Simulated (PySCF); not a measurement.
Run record: EPR job, `C#Cc1[c]n(C)nc1` [radical].

Computed with UKS B3LYP, pcH-1 on C H N, non-relativistic, mean-field spin-orbit, GIAO (PySCF 2.14.0). Geometry: GFN2-xTB. A driver script takes a list of jobs; this job's settings line and coordinates (Å) are shown.

Command:
```bash
OMP_NUM_THREADS=1 python probes_run.py task.json out
```

Input:
```
{"job": {"kind": "epr", "basis": "pcH-1"}, "charge": 0, "multiplicity": 2}
C      3.556699     0.136804    -1.013943
C      2.400597     0.079795    -0.692677
C      1.064075     0.003287    -0.280898
C     -0.104200     0.179086    -1.003642
N     -1.157265     0.017530    -0.206475
C     -2.551739     0.091536    -0.527350
N     -0.753478    -0.265335     1.036960
C      0.570356    -0.277103     1.010724
H      4.564575     0.187900    -1.298458
H     -2.856882    -0.765713    -1.131923
H     -3.106822     0.085033     0.408740
H     -2.766484     1.008193    -1.077717
H      1.136181    -0.480526     1.897682
```

Output:
```
UKS, coarse grid
  cycle   1  E = -340.92078019  |g| = 3.49e-01
  cycle   2  E = -340.83250780  |g| = 5.53e-01
  cycle   3  E = -340.97599207  |g| = 1.14e-01
  cycle   4  E = -340.98184677  |g| = 3.95e-02
  cycle   5  E = -340.98254876  |g| = 2.11e-02
  cycle   6  E = -340.98274964  |g| = 7.47e-03
  cycle   7  E = -340.98278063  |g| = 4.09e-03
  cycle   8  E = -340.98279289  |g| = 1.66e-03
  cycle   9  E = -340.98279522  |g| = 1.47e-03
  cycle  10  E = -340.98279755  |g| = 4.44e-04
UKS, final grid
  cycle   1  E = -340.98278526  |g| = 6.60e-04
  cycle   2  E = -340.98278460  |g| = 1.42e-03
  cycle   3  E = -340.98278558  |g| = 1.71e-04
  cycle   4  E = -340.98278561  |g| = 1.22e-04
  cycle   5  E = -340.98278564  |g| = 1.06e-04
  cycle   6  E = -340.98278565  |g| = 1.35e-05
E = -340.98278565 Eh   <S^2> = 0.7579 (exact 0.7500)
g shifts (ppm)      1          2          3
  rmc          -170       -170       -170
  gc             26         14         14
  oz_so       -1420         38        317
  total       -1564       -118        161
hyperfine (MHz)  atom isotope    a_iso     a_fc   dipolar eigenvalues
    0   13C      -2.36      -2.36     -3.07      0.48      2.59
    1   13C       3.60       3.60     -1.35      0.09      1.25
    2   13C      56.37      56.37    -15.03     -3.86     18.90
    3   13C     519.21     519.21    -77.04    -57.26    134.30
    4   14N      10.59      10.59     -4.67     -1.25      5.92
    5   13C       2.54       2.54     -1.38     -1.23      2.61
    6   14N      -6.39      -6.39     -7.73     -4.50     12.23
    7   13C      63.64      63.64     -3.16     -2.31      5.47
    8    1H       1.63       1.63     -0.62     -0.26      0.88
    9    1H      -2.77      -2.77     -3.04     -2.73      5.77
   10    1H       0.46       0.46     -2.07     -1.47      3.54
   11    1H      -1.57      -1.57     -3.66     -3.19      6.85
   12    1H       6.85       6.85     -3.30     -1.71      5.01
```

rmc, gc and oz_so are the mass-correction, gauge-correction and orbital-Zeeman/spin–orbit parts of the g shift along its three principal axes; a_iso is the isotropic hyperfine coupling and a_fc its Fermi-contact part. Atoms in this output count from 0.

Q: Get g_iso from the total shifts.

A: Their mean is -507 ppm; added to g_e = 2.002319 it gives 2.00181.

Q: How far is ⟨S²⟩ from the pure-spin value?

A: S = 0.5 gives S(S+1) = 0.75; the run has 0.7579, 0.0079 more.

Summary of the converged run: ⟨S²⟩ 0.758; g_iso 2.0018.

Geometry: GFN2-xTB; no solvent, vibrations or thermal averaging.

Q: Estimate the wall time. Hardware: one thread of an Arm Neoverse V2, on a shared host. And the peak memory of the process?

A: About 43 s (density and orbital grids were written too), with 0.99 GiB resident at the peak, the Python interpreter and its libraries included.
Labels such as C1 count atoms from 1, the log's own numbers from 0.
